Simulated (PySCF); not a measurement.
## UHF on Li (lithium, neutral)

Configuration: [He] 2s1, 2S determinant. Computed with PySCF 2.14 in pcseg-2 (4s2p1d, 15 functions), with no relativity, point nucleus.

| Property | Result |
| --- | --- |
| Total energy | -7.430741 hartree |
| One-electron energy | -9.7046 hartree |
| Hartree (Coulomb) energy | 4.0454 hartree |
| Exchange energy | -1.7716 hartree |
| Kinetic energy | 7.43229 hartree |
| ⟨S²⟩ | 0.7500 |
| ⟨L²⟩ | 0.000 |
| Sum of ⟨r⟩ | 5.044 bohr |
| Sum of ⟨r²⟩ | 18.95 bohr² |
| Density at the nucleus (Gaussians lack the cusp) | 13.5 bohr⁻³ |
| Spin density at the nucleus | 0.238 bohr⁻³ |
| Langevin diamagnetic susceptibility | -15.0 ×10⁻⁶ cm³/mol |
| Time after the integrals | 0.04 s of wall time on 1 thread of Neoverse-V1 (shared host) |

```
shell  electrons  mean orbital energy (eV)  rms radius, mean of both spins (bohr)
 1s α          1                   -67.733                                  0.676
 1s β          1                   -67.256                                  0.676
 2s α          1                    -5.338                                   4.25
```
